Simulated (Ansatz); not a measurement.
Consider the cleavage of the Si–Si bond: `[SiH3][SiH]1O[SiH2][SiH2]1` + `[NH2][In]([OH])[SH]` → `[NH2][In]([SH])[O][SiH3]` + `O1[SiH2][SiH2][SiH2]1`.

Computed with Ansatz on PBE0-D4/def2-TZVP structures; ΔE is electronic, products minus reactants. CCSD(T)/CBS is the MP2 limit (def2-TZVPP, def2-QZVPP) plus CCSD(T) − MP2 in def2-TZVPP, frozen cores. DFT in def2-TZVPP. def2 core potentials past Kr. For In outer-core shells are correlated without core-valence functions, which leaves a few kJ/mol of doubt a bond. Each species was taken in one conformer, which may not be the lowest.

```
             level  ΔE (kJ/mol)
            PBE-D4        -73.7
              PBE0        -86.5
CCSD(T)/def2-TZVPP       -106.0
    MP2/def2-QZVPP       -112.5
```

**Question.** What does CCSD(T)/CBS give? (An estimate is asked.)

**Answer.** The calculation gave: -105.0 kJ/mol. The listed levels differ from it by 31.3, 18.5, -1.0, -7.5 kJ/mol.

Largest T1 diagnostic among the species: 0.015.

From PBE to PBE0 (25 % exact exchange), in def2-TZVPP and without D4, ΔE moves by −10.9 kJ/mol. In def2-TZVPP, CCSD(T) changes the Hartree–Fock value by +28.3 kJ/mol (the triples alone add +4.1 kJ/mol) and MP2 by +22.0 kJ/mol.
